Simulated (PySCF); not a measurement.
C₆ coefficients of unlike pairs at PBE

Calculated with PySCF 2.14 from the dipole response of each species, C₆(A,B) = (3/π) ∫ α_A(iu) α_B(iu) du, in atomic units, from isotropic polarisabilities. For ions this is the dispersion term alone; charge-induced terms of lower order in 1/R come first.

```json
{"species": "Al(2+)", "configuration": "[Ne] 3s1 (2S)", "basis": "dyall-acv3z (19s12p6d4f)", "relativity": "none", "α (bohr³)": "13.64", "C₆ (like pair)": "36.54"}
{"species": "Ar(2+)", "configuration": "[Ne] 3s2 3p4 (3P)", "basis": "x2c-TZVPPall with one added diffuse shell each of s, p, d type (6s6p4d1f)", "relativity": "spin-free X2C", "α (bohr³)": "4.813", "C₆ (like pair)": "16.92"}
{"species": "B", "configuration": "[He] 2s2 2p1 (2P)", "basis": "aug-cc-pVTZ-DK (5s4p3d2f)", "relativity": "spin-free X2C", "α (bohr³)": "23.55", "C₆ (like pair)": "116.1"}
{"species": "Ni(2+)", "configuration": "[Ar] 3d8 (3F)", "basis": "x2c-TZVPPall with one added diffuse shell each of s, p, d, f type (7s6p5d3f1g)", "relativity": "spin-free X2C", "α (bohr³)": "3.537", "C₆ (like pair)": "9.939"}
```

(1) Estimate C₆ for B with Al(2+).

No spin-orbit coupling is included.

The other pairs:

| pair | C₆ |
| --- | --- |
| Ni(2+), B | 27.60 |
| Ni(2+), Al(2+) | 15.39 |
| Ni(2+), Ar(2+) | 12.78 |
| Ar(2+), Al(2+) | 20.91 |
| B, Ar(2+) | 37.87 |

Results:

(1) The integral gives 64.98. The combination rule 2 C_A C_B / (C_A α_B/α_A + C_B α_A/α_B) gives 65.10 and the geometric mean 65.14.
